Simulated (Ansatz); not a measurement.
Gas-phase electronic energies from Ansatz, PBE0-D4/def2-TZVP geometries. CBS: MP2 limit from def2 TZ/QZ plus the TZ coupled-cluster correction, frozen cores. DFT in def2-TZVPP. B3LYP here is the variant with VWN-RPA as its local correlation; programs differ in this. Each species was taken in one conformer, which may not be the lowest.

Consider the formal exchange of groups at the Si–S bond: `C[SiH2]SCF` + `CO[SiH2]Cl` → `C[SiH2]O[SiH2]Cl` + `CSCF`.

```tsv
level	ΔE (kJ/mol)	difference from CCSD(T)/CBS
PBE-D4	-89.5	16.7
r2SCAN-D4	-101.1	5.1
PBE0-D4	-95.4	10.8
B3LYP-D4	-102.4	3.8
ωB97X-V	-100.7	5.5
ωB97M-V	-102.8	3.4
B2PLYP	-105.3	0.9
PBE	-89.7	16.5
r2SCAN	-101.0	5.2
PBE0	-95.4	10.8
B3LYP	-102.7	3.5
HF/def2-TZVPP	-114.1	-7.9
MP2/def2-TZVPP	-107.6	-1.4
SCS-MP2/def2-TZVPP	-108.2	-2.0
CCSD/def2-TZVPP	-106.3	-0.1
CCSD(T)/def2-TZVPP	-103.7	2.5
HF/def2-QZVPP	-116.4	-10.2
MP2/def2-QZVPP	-109.7	-3.5
SCS-MP2/def2-QZVPP	-110.3	-4.1
HF/CBS(def2)	-116.7	-10.5
MP2/CBS(def2)	-110.0	-3.8
CCSD/CBS(def2)	-108.7	-2.5
CCSD(T)/CBS	-106.2	0
```

Largest T1 diagnostic among the species: 0.011.

From PBE to PBE0 (25 % exact exchange), in def2-TZVPP and without D4, ΔE moves by −5.8 kJ/mol. In def2-TZVPP, CCSD(T) changes the Hartree–Fock value by +10.3 kJ/mol (the triples alone add +2.5 kJ/mol) and MP2 by +6.5 kJ/mol.
